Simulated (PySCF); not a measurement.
Compound: C₄H₉BO.
Atom-mapped SMILES: `[CH3:1][B:2]([CH3:3])/[CH:4]=[CH:5]/[OH:6]` (hydrogens: H7, H8, H9 on C1; H10, H11, H12 on C3; H13 on C4; H14 on C5; H15 on O6)

Theory: PBE0-D3(BJ)/def2-SVP geometry optimisation, gas phase (PySCF).

Task: List the bond lengths, angles and torsions at this level.

Result: 
```csv
bond,length (Å)
"C1–B2, B2–C3",1.583
B2–C4,1.544
C4=C5,1.347
C5–O6,1.340
C1–H7 and 5 like bonds,1.103
C4–H13,1.098
C5–H14,1.099
O6–H15,0.962
```

Bonds in one row agree within 0.01 Å and their mean is given. A selection of angles:
```csv
angle,degrees
B2–C1–H7,109.3
B2–C1–H9,115.2
H7–C1–H8,104.9
H7–C1–H9,108.1
H8–C1–H9,108.5
C1–B2–C3,121.1
C1–B2–C4,117.7
C3–B2–C4,121.1
B2–C3–H10,113.3
B2–C3–H11,111.6
B2–C4–C5,122.7
B2–C4–H13,121.4
C5–C4–H13,115.9
C4–C5–O6,123.6
C4–C5–H14,121.0
O6–C5–H14,115.5
C5–O6–H15,110.0
```

Torsions: C1–B2–C4–C5 180° (antiperiplanar); B2–C4–C5–O6 180° (antiperiplanar); H15–O6–C5–C4 180° (antiperiplanar). The mirror-image conformer, all signs reversed, is as good.

The B–C distances run from 1.544 Å (B2–C4, drawn single) to 1.587 Å (B2–C3, drawn single), a spread of 0.043 Å. The 6 heavy atoms lie in one plane (0.003 Å rms). Of the pairs four or more bonds apart, C3···H14 is among the closest relative to their van der Waals radii: 2.71 Å, 94 % of the sum of Bondi's values. B2 (three-coordinate boron) is planar (angles 121.1°, 121.1° and 117.7°, sum 360.0°, 0.01 Å off the plane of its three neighbours).

Point group: near Cs, missed by 0.15 Å at most; the miss may be what the optimiser left on a soft mode. Whether it is a minimum is left open (no frequencies). The numbers are those of one conformer (C4–C5–O6–H 180°).
